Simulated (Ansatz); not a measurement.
## Reading a saddle point

A first-order saddle point of GeH$_{3}$Br, closed shell, PBE0-D4/def2-TZVP, with one imaginary mode of 366i cm⁻¹:

```xyz
5
angstrom
Ge -0.8783 0.4884 -0.0026
Br 1.4359 -1.2388 -0.4744
H 0.1617 -1.1317 -1.1757
H -0.8095 0.1471 1.5412
H 0.0901 1.7351 0.1115
```

Computed with Ansatz 0.2.0 (basis: def2-TZVPP and def2-QZVPP); correlated methods freeze the cores. Filled d shells of the heavier atoms are correlated. The def2 sets are not built for correlating such inner shells, so the correlated values are less sure here. Extrapolation: Hartree–Fock as exp(−7.88 √X), correlation as X^−2.97.

Q: Which contacts change along the imaginary mode, and what lies on either side? (A judgement: the text doesn't fix the answer.)

A: By the calculation: The step is GeH₃Br ([GeH3][Br]) → GeH₂ + HBr (still joined by a long Ge–Br bond), with the molecules in contact on both sides. Shortening one way: Br2–H3; lengthening the same way: Ge1–Br2, Ge1–H3.
```json
{"pair": "Br2–H3", "one side (Å)": "3.12", "saddle (Å)": "1.46", "other side (Å)": "1.43"}
{"pair": "Ge1–Br2", "one side (Å)": "2.31", "saddle (Å)": "2.93", "other side (Å)": "2.76"}
{"pair": "Ge1–H3", "one side (Å)": "1.53", "saddle (Å)": "2.25", "other side (Å)": "3.27"}
```

Q: Which side is lower, and how far does the saddle lie above each? (To be estimated.)

A: Computed: The side with Ge1–Br2, Ge1–H3 short is lower by 212.8 kJ/mol; the saddle lies 230.9 kJ/mol above it and 18.1 kJ/mol above the other (CCSD(T) at an estimated basis limit (MP2 extrapolated from triple and quadruple zeta, plus CCSD(T) − MP2 in triple zeta); electronic energies).

The T1 diagnostic stays at or below 0.011.

Losses and insertions of silylenes and their heavier kin drive the gas-phase chemistry of silicon and germanium vapour deposition.

Labels in which every atom is bracketed show which atoms are joined, not bond orders.

For scale, one of the runs: CCSD(T)/def2-TZVPP, 138 basis functions, launched by `ansatz run in.yaml --threads 2 --pin off --events-out ev --progress --plain --max-ram 4352MiB`. Time: 8.5 s of wall clock on 2 CPU threads of an Intel Xeon 6975P-C; the host was shared. Peak host memory: 0.82 GiB.
